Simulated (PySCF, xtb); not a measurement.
SrF, SMILES [F][Sr+], charge +1.

Harmonic wavenumbers (cm⁻¹) from GFN2-xTB (xtb) at its own minimum, in rising order: 283.

Problem. What does PBE-D3(BJ)/def2-TZVPD (PySCF 2.14.0) give at its own minimum? (An estimate is asked for; the answer gives what the named calculation found.)

Solution. 571. Paired by order, the mean absolute difference is 288 cm⁻¹ and the zero-point energies are 0.4 and 0.8 kcal/mol.
